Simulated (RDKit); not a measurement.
RDKit input (UFF):

```python
from rdkit import Chem
from rdkit.Chem import AllChem, rdDetermineBonds

mol = Chem.MolFromXYZFile('mol.xyz')
rdDetermineBonds.DetermineBonds(mol, charge=0)
print('SMILES', Chem.MolToSmiles(Chem.RemoveHs(mol)))
ff = AllChem.UFFGetMoleculeForceField(mol)
e0 = ff.CalcEnergy()
flag = ff.Minimize(maxIts=5000, forceTol=1e-5)
print(f'energy {e0:.4f} -> {ff.CalcEnergy():.4f} kcal/mol, converged: {flag == 0}')
print(Chem.MolToXYZBlock(mol))
```
mol.xyz:
```
10

C      1.42549600    -0.98754900    -0.40629100
B      0.01921800    -0.35195800    -0.18272300
C     -1.31596200    -1.01843500    -0.63513700
Cl    -0.06696700     1.22642200     0.63671000
H      1.38745600    -2.07830800    -0.45096000
H      2.17472400    -0.67498500     0.32077900
H      1.78123500    -0.65327000    -1.39049600
H     -1.65487100    -1.66093400     0.18905200
H     -2.12089700    -0.31078000    -0.83255000
H     -1.18250000    -1.67520400    -1.49771600
```

Output:

```
SMILES CB(C)Cl
energy 5.0267 -> -0.5855 kcal/mol, converged: True
10

C      1.403556   -1.085665   -0.258864
B      0.013479   -0.323595   -0.156502
C     -1.288633   -0.956210   -0.810602
Cl    -0.088697    1.296398    0.722163
H      1.316848   -2.080735    0.224212
H      2.195989   -0.499874    0.251050
H      1.676145   -1.217080   -1.326324
H     -1.490522   -1.945741   -0.351130
H     -2.160006   -0.290413   -0.641669
H     -1.131226   -1.082086   -1.901667
```

The geometry given is a B3LYP-D3(BJ)/def2-TZVP minimum.
